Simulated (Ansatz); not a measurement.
Mulliken charges of CH$_{4}$FSSn (`[CH3][Sn]([F])[SH]`) radical from ωB97M-V/def2-TZVPP in Ansatz (PBE0-D4/def2-TZVP geometry).

| atom | x (Å) | y (Å) | z (Å) | charge (e) |
| --- | --- | --- | --- | --- |
| C1 | 0.588 | 1.175 | -0.624 | -0.582 |
| Sn2 | -0.910 | 0.006 | 0.422 | 0.825 |
| F3 | -0.136 | -0.269 | 2.180 | -0.494 |
| S4 | -0.932 | -2.251 | -0.464 | -0.356 |
| H5 | 0.551 | 2.207 | -0.281 | 0.150 |
| H6 | 0.399 | 1.117 | -1.695 | 0.148 |
| H7 | 1.545 | 0.717 | -0.372 | 0.169 |
| H8 | -1.013 | -2.759 | 0.778 | 0.140 |

Task: By hand: the dipole of these point charges (1 e Å = 4.8032 D).

Result: Σ q r = (-0.433, 0.487, -0.447) e Å, of length 0.790 e Å = 3.79 D.

Task: How does the dipole of the full density compare? (Best estimate.)

Result: The calculation gave: (-0.117, 0.378, -0.361) e Å, 2.57 D; the point charges give 1.47 times that, at 21° from its direction.

Point charges leave out the atoms' own dipoles, such as those of lone pairs, and Mulliken's split depends on the basis, so the two needn't agree.
